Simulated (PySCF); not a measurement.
**Working out the ionisation energy of Kr²⁺**

Kr²⁺ [Ar] 3d10 4s2 4p4 (3P) → Kr³⁺ [Ar] 3d10 4s2 4p3 (4S). All numbers are calculated (PySCF 2.14, scalar relativity through the core potential, in aug-cc-pwCVDZ-PP with ECP10MDF (6s5p4d1f, 48 functions)). Frozen: nothing. Energies in hartree (1 hartree = 27.21139 eV):

| part | Kr²⁺ (lower) | Kr³⁺ (upper) |
| --- | --- | --- |
| UHF | -460.843564 | -459.584546 |
| CCSD correlation | -0.491498 | -0.470929 |
| (T) | -0.006115 | -0.005531 |

Problem. What does Hartree-Fock give?

Solution. (-459.584546) − (-460.843564) = 1.259018 hartree = 34.260 eV.

Problem. What do CCSD and CCSD(T) give?

Solution. The CCSD correlation energies differ by 0.020569 hartree = 0.560 eV and the triples by 0.000584 hartree = 0.016 eV, so CCSD gives 34.820 eV and CCSD(T) 34.836 eV.

Reference: 35.838 ± 0.02 eV (measured; NIST Atomic Spectra Database, ionization energies), between the lowest levels; spin-orbit coupling is absent from the calculation.

A double-zeta basis recovers only part of the correlation energy.

What remains against the reference includes basis incompleteness and higher excitations.
